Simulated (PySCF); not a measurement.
Molecule: `C=CC(=O)N(C)C`, C₅H₉NO.

Geometry:
```tsv
atom	x (Å)	y (Å)	z (Å)
C1	2.862	-0.828	-0.075
C2	1.546	-0.765	-0.288
C3	0.689	0.029	0.646
O4	1.193	0.695	1.536
N5	-0.668	-0.013	0.452
C6	-1.344	-0.812	-0.540
C7	-1.503	0.845	1.257
H8	3.289	-0.308	0.787
H9	3.526	-1.381	-0.743
H10	1.108	-1.267	-1.153
H11	-1.506	-0.268	-1.489
H12	-0.801	-1.740	-0.755
H13	-2.331	-1.104	-0.151
H14	-2.082	1.537	0.622
H15	-2.214	0.254	1.860
H16	-0.856	1.422	1.928
```

Geometry PBE0-D3(BJ)/def2-SVP throughout; GIAO in PySCF 2.14, gas phase, one conformer, non-relativistic; equivalent atoms averaged; functional PBE0.

Question: How do the absolute shieldings σ depend on the basis set? (a selection of nuclei; ppm; last column core-seconds on shared hosts with different chips, so compare them loosely)

Answer: 
| basis set | functions | C3 | C2 | C6 | O4 | N5 | H8 | H10 | H14/H15/H16 | H11/H12/H13 | core-s |
| --- | --- | --- | --- | --- | --- | --- | --- | --- | --- | --- | --- |
| STO-3G | 44 | 125.5 | 127.7 | 198.4 | -57.5 | 246.0 | 26.28 | 26.66 | 30.31 | 30.43 | 3.3 |
| pcSseg-0 | 81 | 18.6 | 56.6 | 155.5 | -87.4 | 160.6 | 25.51 | 26.12 | 29.74 | 29.77 | 6.9 |
| 6-31G | 81 | 44.0 | 76.6 | 164.7 | -33.7 | 166.3 | 25.32 | 25.79 | 29.53 | 29.64 | 6.5 |
| 6-31G* | 116 | 42.5 | 74.6 | 159.8 | -6.8 | 167.4 | 25.19 | 25.48 | 29.10 | 29.15 | 9.5 |
| cc-pVDZ | 143 | 39.4 | 71.4 | 162.1 | -14.4 | 164.0 | 24.41 | 24.75 | 28.40 | 28.50 | 15 |
| def2-SVP | 143 | 36.6 | 69.4 | 160.0 | -19.1 | 165.4 | 24.44 | 24.86 | 28.54 | 28.65 | 14 |
| pcSseg-1 | 164 | 19.8 | 53.3 | 148.8 | -47.4 | 149.8 | 24.24 | 24.66 | 28.22 | 28.36 | 20 |
| aug-cc-pVDZ | 242 | 34.4 | 69.8 | 161.2 | -5.1 | 163.1 | 24.19 | 24.38 | 28.26 | 28.29 | 33 |
| 6-311+G(2d,p) | 243 | 22.5 | 56.7 | 151.9 | -31.6 | 148.5 | 24.41 | 24.59 | 28.47 | 28.53 | 25 |
| def2-TZVP | 271 | 21.3 | 55.4 | 151.2 | -36.2 | 150.1 | 24.40 | 24.52 | 28.46 | 28.51 | 38 |

Question: Which nucleus among those listed moves most, in ppm?

Answer: C3 (amide carbonyl carbon): from 18.6 ppm with pcSseg-0 to 125.5 ppm with STO-3G. The smallest spread is 2.09 ppm, at H14/H15/H16. Proton shifts span only some 12 ppm, so a few tenths of a ppm matter as much there as several ppm in carbon.

Question: Taking the largest basis, def2-TZVP (271 functions), as the yardstick, rank the others by their worst heavy-atom deviation.

Answer: 6-311+G(2d,p) 4.6 ppm (243 functions), pcSseg-1 11.2 ppm (164 functions), def2-SVP 17.1 ppm (143 functions), cc-pVDZ 21.7 ppm (143 functions), 6-31G 22.8 ppm (81 functions), 6-31G* 29.3 ppm (116 functions), aug-cc-pVDZ 31.1 ppm (242 functions), pcSseg-0 51.2 ppm (81 functions), STO-3G 104.2 ppm (44 functions).

A small basis that lands close on one nucleus may do so by chance; judge by the trend and by all nuclei.
